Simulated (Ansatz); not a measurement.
CH4CdOS, SMILES `C[S][Cd][OH]`. The species carries charge 0 and has multiplicity 1. Cd: def2 effective core potential.

Cartesian coordinates in Å:
```
C -1.567 -0.695 -0.376
S -0.631 0.578 -1.283
Cd 1.232 0.908 0.056
O 2.766 1.293 1.232
H -2.463 -0.887 -0.967
H -1.009 -1.626 -0.287
H -1.874 -0.350 0.610
H 3.546 0.778 1.015
```

(1) What are the harmonic wavenumbers in cm⁻¹ at PBE0-D4/def2-TZVP (Ansatz, finite differences of forces, unscaled)? (Estimate.)

(2) Is this a minimum?

(3) Give the ideal-gas thermochemistry at 298.15 K and 1 bar (rigid rotor, harmonic oscillator; point group C1, symmetry number 1).

Answers

(1) The calculation gave: 89, 107, 128, 139, 181, 353, 592, 721, 777, 963, 978, 1349, 1472, 1477, 3065, 3151, 3157, 3891.

(2) Yes, all 18 modes are real.

(3) Zero-point energy 135.1 kJ/mol; H(298) − E = 156.1 kJ/mol; entropy 358.6 J/(mol·K), of which translation 173.4, rotation 112.0, vibration 73.3; G(298) − E = 49.2 kJ/mol. Modes under 100 cm⁻¹ are hindered rotations or soft bends, so the harmonic entropy is rough.
